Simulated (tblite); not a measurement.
All values are computed: GFN2-xTB (tblite) harmonic vibrations without scaling, gas phase. This tight-binding method is rough: wavenumbers can miss measured ones by several per cent, in bad cases by 10 to 20. Modes of hydrogen on phosphorus can be 10 to 20 % off. One conformer each. Thermal functions are those of the rigid rotor and harmonic oscillator, without mixing of conformers.

Problem. Order these by their heat capacity Cp at 298.15 K, highest first (J/(mol K)).
A. `CO[C@@H]1C[C@]1(C)C(=O)Cl`
B. `CC/C(=C/OC)C(=O)Cl`
C. `CC(C)C1=CC(F)=C(F)P1`
D. `CCN(CC)/P=C/C(F)(F)F`
E. `c1cc(S(CC)(=O)=O)ccc1`
F. `COC1(C(=O)Cl)CCC1`

Solution. D (203.0), E (181.4), C (175.9), B (162.0), A (158.9), F (151.9).

| SMILES | atoms | mass (u) | symmetry number | modes under 300 cm⁻¹ | ZPE (kJ/mol) | S translation (J/(mol K)) | S rotation | S vibration | S | Cp |
| --- | --- | --- | --- | --- | --- | --- | --- | --- | --- | --- |
| CCN(CC)/P=C/C(F)(F)F | 22 | 185.06 | 1 | 11 | 438.1 | 174.0 | 130.4 | 182.5 | 486.9 | 203.0 |
| CCS(=O)(=O)c1ccccc1 | 21 | 170.04 | 1 | 9 | 424.2 | 172.9 | 127.1 | 146.9 | 446.9 | 181.4 |
| CC(C)c1cc(F)c(F)[pH]1 | 19 | 162.04 | 1 | 9 | 368.7 | 172.3 | 126.9 | 132.3 | 431.5 | 175.9 |
| CC/C(=C/OC)C(=O)Cl | 18 | 148.03 | 1 | 8 | 364.1 | 171.2 | 125.3 | 149.3 | 445.8 | 162.0 |
| CO[C@@H]1C[C@]1(C)C(=O)Cl | 18 | 148.03 | 1 | 7 | 364.6 | 171.2 | 123.3 | 119.8 | 414.3 | 158.9 |
| COC1(C(=O)Cl)CCC1 | 18 | 148.03 | 1 | 7 | 368.1 | 171.2 | 122.7 | 116.8 | 410.7 | 151.9 |

Entropies and Cp are for 298.15 K and 1 bar.
